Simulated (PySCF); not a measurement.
# Computed properties of C3H7BO2, SMILES C1C(O)CB1O

C₃H₇BO₂, SMILES C1(CB(C1)O)O. Coordinates come from a B3LYP-D3(BJ)/def2-SVP optimisation. The structure was generated by enumeration, and PubChem lists no compound with its InChIKey, so it may never have been made. Other conformers were not sampled. All values are computed for the isolated molecule unless a solvent is named; none is compared with measurement here.

**Structure.** All 33 harmonic modes at B3LYP-D3(BJ)/def2-SVP (PySCF) are real, so it is a minimum. With heavy atoms numbered as in [OH:1][B:2]1[CH2:3][CH:4]([OH:5])[CH2:6]1, the shortest bond between them is O1–B2 at 1.348 Å and the longest B2–C6 at 1.588 Å.

**Vibrations.** The strongest infrared lines (harmonic, unscaled, degenerate partners summed) lie at 1500 cm⁻¹ (265 km/mol, B 62 %, O 16 %, H 13 %, C 9 %), 1327 cm⁻¹ (126 km/mol, H 63 %, C 29 %), 1182 cm⁻¹ (89 km/mol, H 45 %, C 36 %, O 13 %). The softest mode is at 92 cm⁻¹ and the zero-point energy is 65.6 kcal/mol.

**Electronic structure.** M06-2X/def2-TZVP (PySCF) places the frontier levels at -9.02 and 1.15 eV, a gap of 10.17 eV, and gives a dipole moment of 0.99 D and a mean polarisability of 54.5 bohr³. PBE/def2-TZVP (PySCF) at the same geometry gives -5.94 and -0.78 eV, so its gap is 5.01 eV narrower. An orbital gap is neither the optical nor the fundamental gap.

**Excitations.** TDA-M06-2X/def2-SVPD (PySCF) has S1 at 6.29 eV (197 nm, f = 0.000, dark); the most intense of the 10 singlets computed lies at 8.38 eV (f = 0.05). T1 (TDA) is at 5.88 eV, 0.41 eV under S1. TDA-PBE/def2-SVPD (PySCF) puts S1 at 5.27 eV. No vertical singlet excitation falls in the visible range (under 3.1 eV).

**NMR.** GIAO shifts at B3LYP/pcSseg-1 (PySCF) (non-relativistic, atoms alike by connectivity averaged): ¹³C from 35.8 to 67.4 ppm against TMS; ¹H from 1.0 to 5.9 ppm against TMS; ¹¹B at 42.9 ppm against BF3.
